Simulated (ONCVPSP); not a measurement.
Hardness and transferability of assorted potentials

Generated with ld1.x 7.5 (TM, RRKJ, ultrasoft, PAW), atompaw 4.2 or ONCVPSP 4.0.1. The cutoff is in Ry: for ld1.x and atompaw files where the sum of valence levels is converged to 10 mRy in a Bessel basis, for ONCV files where the hardest occupied wave has 1 mHa per electron of residual kinetic energy. The error is the largest all-electron minus pseudo excitation energy over each file’s own four to seven test configurations (ionisations up to +4, promotions, holes and added fractions of an electron), all of which were solved. The labels leave out finer settings (local radius, basis sizes, second energies), which also bear on the numbers. Spin-polarised tests are not counted. The rows are a selection from randomly drawn settings: files with unsolved tests, undetermined cutoffs or missed reference levels are left out.

A true bound ghost makes a file unfit for plane-wave use even where its test errors are small: the radial tests pick states by their node count and pass the ghost by.

```tsv
element	potential	cutoff (Ry)	largest error (meV)	bound ghosts
F	ONCV, PBE, scalar-relativistic, rc 0.55/1.65/1.50 (spd), local smoothed, core correction no, reference 2s2 2p4.75, qcut 11.4/8.7/5.5, projectors 2/1/2	983	+378	s, d
F	ONCV, PW91, scalar-relativistic, rc 0.80/1.55 (sp), local smoothed, core correction yes, reference 2s2 2p5, qcut 8.9/7, projectors 1/1	157	+1905	none
Co	ONCV, LDA (Perdew-Zunger), fully relativistic, rc 1.15/0.80/1.65 (spd), local smoothed, core correction yes, reference 3s2 3p6 3d7 4s2, qcut 10.3/12.5/11.1, projectors 2/3/3	126	+36	p3/2, p1/2
As	ONCV, PBE, scalar-relativistic, rc 1.55/1.30/0.80/1.20 (spdf), local d, core correction no, reference 3d10 4s2, qcut 3.7/5.3/21.5/9.5, projectors 2/1/0/2	337	+746	s, p
Ru	ONCV, PBE, scalar-relativistic, rc 1.65/1.25/2.15 (spd), local smoothed, core correction no, reference 4s2 4p6 4d6 5s2, qcut 9.5/7.1/8.4, projectors 2/2/1	82	-4.5	none
Sn	ONCV, PBE, scalar-relativistic, rc 1.55/1.70/1.25 (spd), local smoothed, core correction yes, reference 4s2 4p6 4d10 5s2 5p2, qcut 7/6.3/14.7, projectors 2/2/3	92	-15	none
Cs	ONCV, LDA (Perdew-Zunger), scalar-relativistic, rc 3.15/1.90/2.70 (spd), local smoothed, core correction yes, reference 5s2 5p6 6s0.5, qcut 4.2/4.8/4.1, projectors 3/1/2	21	-8.1	none
```

Fill in the row for Os: ONCV, LDA (Perdew-Wang 92), fully relativistic, rc 1.60/1.20/2.10/1.00 (spdf), local smoothed, core correction yes, reference 4f14 5s2 5p6 5d6 6s0.5, qcut 8.6/7.4/6.8/13.1, projectors 2/1/2/1.

cutoff 683 Ry, largest error -60 meV, bound ghosts: s.
